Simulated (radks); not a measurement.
Question: All-electron atom: As7+ in [He] 2s2 2p5 3s2 3p6 3d9 (not the ground configuration). All-electron calculation, scalar-relativistic Kohn-Sham, PBEsol, spin-polarised, spherical densities, finite nucleus; open shells are filled with parallel spins first; Fermi nuclear charge, rms radius 4.0968 fm. Program: a radial shooting solver on a logarithmic mesh with Libxc functionals. Some entries of the table are withheld. Estimate them.

orbital  occ.  eigenvalue (eV)  r(max) (bohr)  <1/r> (bohr^-1)
1s up       1        -11944.25        0.02975            33.46
1s down     1        -11938.75        0.02974            33.47
2s up       1        -1672.480         0.1690            7.450
2s down     1        -1663.390         0.1691            7.438
2p up       3        -1498.962         0.1350            7.304
2p down     2        -1488.365         0.1351            7.294
3s up       1        -325.6649            (1)            2.477
3s down     1        -323.2965            (2)            2.469
3p up       3        -269.0456         0.5038            2.348
3p down     3        -266.5950         0.5055            2.339
3d up       5              (3)         0.4418            2.130
3d down     4              (4)         0.4452            2.112

Answer: 
(1) 3s up r(max) (bohr): 0.5097
(2) 3s down r(max) (bohr): 0.5109
(3) 3d up eigenvalue (eV): -174.2957
(4) 3d down eigenvalue (eV): -171.7951
